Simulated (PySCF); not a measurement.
Trends in electronic spectra. The calculation used PySCF 2.14.0, density-fitted response routines, TDDFT PBE0/def2-SVPD, vertical, gas phase, core orbitals frozen in the response. Geometries: GFN2-xTB; one conformer of each isolated species. Triplets are in the Tamm–Dancoff approximation.

Question: Rank by computed lowest singlet excitation energy, lowest first.
A. `CO[SiH2]C[SiH2]CCl`
B. `O=C[C@@H]1CCCOC1`
C. `O=C1OCC=C1[SiH3]`
D. `CC(C)O/C=C\C=O`
E. `C=C[SiH2]P([SiH3])[SiH2]F`

Answer: D (3.65 eV), B (4.10 eV), C (4.83 eV), E (5.21 eV), A (6.65 eV).

```csv
SMILES,S1 (eV),T1 (eV),α (au),f (S1),LUMO (eV),S1 mainly
CC(C)O/C=C\C=O,3.65,3.12,86.5,0.000,-1.39,H→L (97%)
O=C[C@@H]1CCCOC1,4.10,3.47,74.7,0.000,-0.88,H→L (89%)
O=C1OCC=C1[SiH3],4.83,4.00,77.6,0.000,-1.60,H→L (96%)
C=C[SiH2]P([SiH3])[SiH2]F,5.21,4.24,133.9,0.007,-0.91,H→L+1 (97%)
CO[SiH2]C[SiH2]CCl,6.65,6.01,105.9,0.019,0.00,H→L (70%)
```

H and L stand for HOMO and LUMO.

- `CC(C)O/C=C\C=O`: Löwdin shares by element: HOMO oxygen 64% or more, carbon 24% or more, hydrogen 8% or more; LUMO carbon 60% or more, oxygen 22% or more (atoms not listed hold the other 18%).
- `O=C[C@@H]1CCCOC1`: Löwdin shares by element: HOMO oxygen 58%, carbon 22% or more (atoms not listed hold the other 20%); LUMO carbon 46% or more, oxygen 33% or more, hydrogen 6% or more.
- `O=C1OCC=C1[SiH3]`: Löwdin shares by element: HOMO oxygen 74%, carbon 20% or more; LUMO carbon 66% or more, oxygen 11% or more (atoms not listed hold the other 24%).
- `C=C[SiH2]P([SiH3])[SiH2]F`: Löwdin shares by element: HOMO phosphorus 60%, silicon 28%; LUMO carbon 58%, silicon 10% or more, phosphorus 7% (atoms not listed hold the other 25%).
- `CO[SiH2]C[SiH2]CCl`: Löwdin shares by element: HOMO chlorine 54%, carbon 20% or more, silicon 11% or more; LUMO silicon 25%, chlorine 14%, carbon 8% or more (atoms not listed hold the other 53%).
